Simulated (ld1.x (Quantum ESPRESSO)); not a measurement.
**Pseudopotential generation for K: TM, PBE, fully relativistic.**

The input file (ld1.x (Quantum ESPRESSO) 7.5):

```
&input
   title='K', zed=19., rel=2, dft='PBE', iswitch=3,
   config='[Ar] 3d0 4s0 4p1 4f-2', rel_dist='average',
   nld=7, rlderiv=4.55, eminld=-2.0, emaxld=5.0, deld=0.02
 /
 &inputp
   pseudotype=2, tm=.true., lloc=1,
   nlcc=.false.,
   file_pseudopw='K.UPF', file_wfcaegen='ae.wfc', file_wfcncgen='nc.wfc', file_beta='beta', file_chi='chi'
 /
4
4S  1  0   0.00   0.00  3.15  3.15  0.0
3D  3  2   0.00   0.00  4.20  4.20  0.0
4F  4  3  -2.00   0.15  3.55  3.55  0.0
4P  2  1   1.00   0.00  4.05  4.05  0.0
 &test
   configts(1)='3d0 4s0 4p1'
 /
```

Command:

```bash
ld1.x < K.in > K.out
```

Output (shortened: banner, matrices, multipoles, cross overlaps and the repeated all-electron block are left out):

```
Program LD1 v.7.5
     --------------------------- All-electron run ----------------------------

     K
     dirac relativistic calculation

     atomic number is 19.00
     dft =PBE   lsd =0 sic =0 latt =0  beta=0.20 tr2=1.0E-14
     Exchange-correlation= PBE
                           (   1   4   3   4   0   0   0)
     mesh =1165 r(mesh) = 100.03909 a.u. xmin = -7.00 dx = 0.01250
     1 Ry =  13.60569312 eV, c = 137.03599908

     n l j   nl                  e(Ry)          e(Ha)          e(eV)
     Spin orbit split results
     1 0 0.5 1S 1( 2.00)      -258.9571      -129.4785     -3523.2902
     2 0 0.5 2S 1( 2.00)       -26.0804       -13.0402      -354.8426
     2 1 0.5 2P 1( 2.00)       -20.8356       -10.4178      -283.4822
     2 1 1.5 2P 1( 4.00)       -20.6230       -10.3115      -280.5901
     3 0 0.5 3S 1( 2.00)        -2.7062        -1.3531       -36.8195
     3 1 0.5 3P 1( 2.00)        -1.5029        -0.7515       -20.4483
     3 1 1.5 3P 1( 4.00)        -1.4833        -0.7416       -20.1807
     3 2 1.5 3D 1( 0.00)        -0.0336        -0.0168        -0.4569
     3 2 2.5 3D 1( 0.00)        -0.0335        -0.0167        -0.4553
     4 0 0.5 4S 1( 0.00)        -0.2194        -0.1097        -2.9851
     4 1 0.5 4P 1( 0.33)        -0.1024        -0.0512        -1.3927
     4 1 1.5 4P 1( 0.67)        -0.1018        -0.0509        -1.3846
     Averaged results
     1 0     1S 1( 2.00)      -258.9571      -129.4785     -3523.2902
     2 0     2S 1( 2.00)       -26.0804       -13.0402      -354.8426
     2 1     2P 1( 6.00)       -20.6938       -10.3469      -281.5541
     3 0     3S 1( 2.00)        -2.7062        -1.3531       -36.8195
     3 1     3P 1( 6.00)        -1.4898        -0.7449       -20.2699
     3 2     3D 1( 0.00)        -0.0335        -0.0168        -0.4559
     4 0     4S 1( 0.00)        -0.2194        -0.1097        -2.9851
     4 1     4P 1( 1.00)        -0.1020        -0.0510        -1.3873

     final scf error:  8.1E-15 reached in  26 iterations

     Etot =   -1204.067925 Ry,    -602.033962 Ha,  -16382.178682 eV

     Ekin =    1212.415072 Ry,     606.207536 Ha,   16495.747401 eV
     Encl =   -2864.769779 Ry,   -1432.384890 Ha,  -38977.178482 eV
     Eh   =     514.958573 Ry,     257.479286 Ha,    7006.368313 eV
     Exc  =     -66.671790 Ry,     -33.335895 Ha,    -907.115913 eV

     normalization and overlap integrals

     s(1S/1S) =  1.000000  <r> =   0.0810  <r2> =    0.0088  r(max) =   0.0533
     s(2S/2S) =  1.000000  <r> =   0.3875  <r2> =    0.1781  r(max) =   0.3184
     s(2P/2P) =  1.000000  <r> =   0.3489  <r2> =    0.1511  r(max) =   0.2607
     s(2P/2P) =  1.000000  <r> =   0.3513  <r2> =    0.1531  r(max) =   0.2640
     s(3S/3S) =  1.000000  <r> =   1.2676  <r2> =    1.8606  r(max) =   1.0839
     s(3P/3P) =  1.000000  <r> =   1.4244  <r2> =    2.4101  r(max) =   1.1538
     s(3P/3P) =  1.000000  <r> =   1.4330  <r2> =    2.4394  r(max) =   1.1538
     s(3D/3D) =  1.000000  <r> =   7.1558  <r2> =   66.7523  r(max) =   6.3953
     s(3D/3D) =  1.000000  <r> =   7.1743  <r2> =   67.0424  r(max) =   6.3953
     s(4S/4S) =  1.000000  <r> =   4.8949  <r2> =   27.7264  r(max) =   3.9771
     s(4P/4P) =  1.000000  <r> =   6.7639  <r2> =   52.5380  r(max) =   5.7867
     s(4P/4P) =  1.000000  <r> =   6.7880  <r2> =   52.8955  r(max) =   5.8595

     ------------------------ End of All-electron run ------------------------

     --------------------- Generating NC pseudopotential ---------------------

      Generating local pot.: lloc=1, j= 0.50, matching radius rcloc =   4.0500

      Generating local pot.: lloc=1, j= 1.50, matching radius rcloc =   4.0500

     Fully relativistic calculation: |psi|^2

     Wfc 4S LC norm =  0.99998940 SC norm =  0.00000979 missing  0.00000082

     Wfc 3D LC norm =  0.99999134 SC norm =  0.00000826 missing  0.00000040

     Wfc 3D LC norm =  0.99999141 SC norm =  0.00000691 missing  0.00000167

      Wfc   4S  rcut= 3.176  Using Troullier-Martins method

      Wfc   3D  rcut= 4.181  Using Troullier-Martins method

      Wfc   3D  rcut= 4.181  Using Troullier-Martins method

      Wfc   4F  rcut= 3.510  Using Troullier-Martins method

      Wfc   4F  rcut= 3.510  Using Troullier-Martins method

     ------------------- End of pseudopotential generation -------------------

     Computing logarithmic derivative in   4.53502
     Computing logarithmic derivative in   4.53502
     Computing the partial wave expansion
     R is outside the sphere for l=    0 j= 0.50
       no projector for channel:   1
       no projector for channel:   1
     R is outside the sphere for l=    2 j= 1.50
     R is outside the sphere for l=    2 j= 2.50
     R is outside the sphere for l=    3 j= 2.50
     R is outside the sphere for l=    3 j= 3.50

     ---------------------- Testing the pseudopotential ----------------------

     K
     dirac relativistic calculation

     atomic number is 19.00   valence charge is  1.00
     dft =PBE   lsd =0 sic =0 latt =0  beta=0.20 tr2=1.0E-14
     mesh =1165 r(mesh) = 100.03909 xmin = -7.00 dx = 0.01250

     n l  j  nl             e AE (Ry)       e PS (Ry)    De AE-PS (Ry)
     3 2 1.5 3D   1( 0.00)       -0.03358       -0.03358       -0.00000
     3 2 2.5 3D   1( 0.00)       -0.03346       -0.03346       -0.00000
     1 0 0.5 4S   1( 0.00)       -0.21940       -0.21940        0.00000
     2 1 0.5 4P   1( 0.33)       -0.10236       -0.10196       -0.00040
     2 1 1.5 4P   1( 0.67)       -0.10176       -0.10196        0.00020

     eps = 3.7E-15  iter = 17

     Etot =   -1204.067925 Ry,    -602.033962 Ha,  -16382.178682 eV
     Etotps =    -0.196709 Ry,      -0.098355 Ha,      -2.676368 eV

     Ekin =       0.124363 Ry,       0.062181 Ha,       1.692039 eV
     Encl =      -0.323831 Ry,      -0.161915 Ha,      -4.405945 eV
     Ehrt =       0.133111 Ry,       0.066556 Ha,       1.811068 eV
     Ecxc =      -0.130352 Ry,      -0.065176 Ha,      -1.773529 eV

     ---------------------- End of pseudopotential test ----------------------
```

Generation and configuration tests took about 1.6 s on one core of a shared server CPU.

Transferability test of the new file with ld1.x, input:

```
&input
   title='K', zed=19., rel=2, dft='PBE', iswitch=2,
   config='[Ar] 3d0 4s0 4p1 4f-2', rel_dist='average'
 /
 &test
   file_pseudo='K.UPF', nconf=5,
   configts(1)='3d0 4s0 4p1',
   configts(2)='3d0 4s1 4p0',
   configts(3)='3d0 4s0.5 4p0',
   configts(4)='3d1 4s0 4p0',
   configts(5)='3d0.5 4s0.5 4p0'
 /
```

```bash
ld1.x < K.test.in > K.test.out
```

Pseudopotential blocks of its output, shortened (energy terms left out):

```
     ---------------------- Testing the pseudopotential ----------------------

     n l  j  nl             e AE (Ry)       e PS (Ry)    De AE-PS (Ry)
     3 2 1.5 3D   1( 0.00)       -0.03358       -0.03358       -0.00000
     3 2 2.5 3D   1( 0.00)       -0.03346       -0.03346       -0.00000
     1 0 0.5 4S   1( 0.00)       -0.21940       -0.21940        0.00000
     2 1 0.5 4P   1( 0.33)       -0.10236       -0.10196       -0.00040
     2 1 1.5 4P   1( 0.67)       -0.10176       -0.10196        0.00020

     eps = 3.7E-15  iter = 17

     Etot =   -1204.067925 Ry,    -602.033962 Ha,  -16382.178682 eV
     Etotps =    -0.196709 Ry,      -0.098355 Ha,      -2.676368 eV

     ---------------------- End of pseudopotential test ----------------------

          ---------------------- Testing the pseudopotential ----------------------

     n l  j  nl             e AE (Ry)       e PS (Ry)    De AE-PS (Ry)
     3 2 1.5 3D   1( 0.00)       -0.02908       -0.00872       -0.02035  !
     3 2 2.5 3D   1( 0.00)       -0.02855       -0.00857       -0.01999  !
     1 0 0.5 4S   1( 1.00)       -0.17044       -0.18110        0.01066  !
     2 1 0.5 4P   1( 0.00)       -0.05949       -0.05701       -0.00248
     2 1 1.5 4P   1( 0.00)       -0.05895       -0.05701       -0.00194

     eps = 8.8E-16  iter = 15

     Etot =   -1204.182047 Ry,    -602.091023 Ha,  -16383.731395 eV
     Etotps =    -0.318894 Ry,      -0.159447 Ha,      -4.338773 eV
     dEtot_ae =      -0.114122 Ry
     dEtot_ps =      -0.122185 Ry,   Delta E=       0.008062 Ry

     ---------------------- End of pseudopotential test ----------------------

          ---------------------- Testing the pseudopotential ----------------------

     n l  j  nl             e AE (Ry)       e PS (Ry)    De AE-PS (Ry)
     3 2 1.5 3D   1( 0.00)       -0.11254       -0.13529        0.02275  !
     3 2 2.5 3D   1( 0.00)       -0.11230       -0.13493        0.02262  !
     1 0 0.5 4S   1( 0.50)       -0.31482       -0.32705        0.01223  !
     2 1 0.5 4P   1( 0.00)       -0.17609       -0.17783        0.00175
     2 1 1.5 4P   1( 0.00)       -0.17520       -0.17783        0.00263

     eps = 3.1E-15  iter = 14

     Etot =   -1204.061404 Ry,    -602.030702 Ha,  -16382.089965 eV
     Etotps =    -0.191830 Ry,      -0.095915 Ha,      -2.609982 eV
     dEtot_ae =       0.006521 Ry
     dEtot_ps =       0.004879 Ry,   Delta E=       0.001641 Ry

     ---------------------- End of pseudopotential test ----------------------

          ---------------------- Testing the pseudopotential ----------------------

     n l  j  nl             e AE (Ry)       e PS (Ry)    De AE-PS (Ry)
     3 2 1.5 3D   1( 0.40)       -0.04613       -0.03666       -0.00947  !
     3 2 2.5 3D   1( 0.60)       -0.04604       -0.03636       -0.00968  !
     1 0 0.5 4S   1( 0.00)       -0.22755       -0.19028       -0.03727  !
     2 1 0.5 4P   1( 0.00)       -0.10986       -0.07804       -0.03182  !
     2 1 1.5 4P   1( 0.00)       -0.10930       -0.07804       -0.03126  !

     eps = 7.6E-16  iter = 23

     Etot =   -1204.001495 Ry,    -602.000747 Ha,  -16381.274858 eV
     Etotps =    -0.147304 Ry,      -0.073652 Ha,      -2.004171 eV
     dEtot_ae =       0.066430 Ry
     dEtot_ps =       0.049406 Ry,   Delta E=       0.017024 Ry

     ---------------------- End of pseudopotential test ----------------------

          ---------------------- Testing the pseudopotential ----------------------

     n l  j  nl             e AE (Ry)       e PS (Ry)    De AE-PS (Ry)
     3 2 1.5 3D   1( 0.20)       -0.02815       -0.02415       -0.00401
     3 2 2.5 3D   1( 0.30)       -0.02809       -0.02393       -0.00417
     1 0 0.5 4S   1( 0.50)       -0.21088       -0.19840       -0.01247  !
     2 1 0.5 4P   1( 0.00)       -0.09272       -0.07418       -0.01855  !
     2 1 1.5 4P   1( 0.00)       -0.09214       -0.07418       -0.01796  !

     eps = 6.8E-15  iter = 27

     Etot =   -1204.092542 Ry,    -602.046271 Ha,  -16382.513623 eV
     Etotps =    -0.229344 Ry,      -0.114672 Ha,      -3.120383 eV
     dEtot_ae =      -0.024618 Ry
     dEtot_ps =      -0.032634 Ry,   Delta E=       0.008017 Ry

     ---------------------- End of pseudopotential test ----------------------
```
